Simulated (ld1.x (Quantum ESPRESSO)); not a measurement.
**Configuration tests for V (TM)**

ld1.x (Quantum ESPRESSO) 7.5 input, shortened:

```
&input
   title='V', zed=23., rel=1, dft='REVPBE', iswitch=3,
   config='[Ar] 3d3 4s0 4p0'
 /
 &inputp
   pseudotype=2, tm=.true., lloc=2,
   nlcc=.true., new_core_ps=.true., rcore=1.05
 /
3
3S  1  0   2.00   0.00  1.40  1.40  0.0
3P  2  1   6.00   0.00  1.35  1.35  0.0
3D  3  2   3.00   0.00  2.10  2.10  0.0
 &test
   configts(1)='3s2 3p6 3d3 4s0 4p0'
 /
```

Energies are relative to the spin-unpolarised reference configuration 3s2 3p6 3d3 4s0 4p0; without spin polarisation the order of configurations can differ from experiment.

| valence configuration | charge | ΔE all-electron (eV) | error AE − PS (meV) |
| --- | --- | --- | --- |
| 3s2 3p6 3d3 4s2 4p0 | 0 | -21.808 | +244 |
| 3s2 3p6 3d3 4s1 4p0 | +1 | -14.148 | +239 |
| 3s2 3p6 3d2 4s2 4p0 | +1 | -10.891 | +1173 |
| 3s2 3p6 3d3 4s1 4p1 | 0 | -18.485 | -28 |
| 3s2 3p5 3d3 4s2 4p0 | +1 | 29.141 | +1397 |
| 3s2 3p6 3d3 4s0 4p2 | 0 | -15.020 | -449 |

Problem. What are ΔE and the potential's error for 3s2 3p6 3d2 4s0 4p0?

Solution. ΔE = 28.802 eV all-electron; the error (AE − PS) is +74 meV.

Levels in the configuration 3s2 3p6 3d3 4s0 4p2:

```csv
level,all-electron (eV),pseudo (eV)
3s,-73.009,-73.420
3p,-46.766,-47.187
3d,-7.633,-8.025
4p,-2.620,-2.577
```
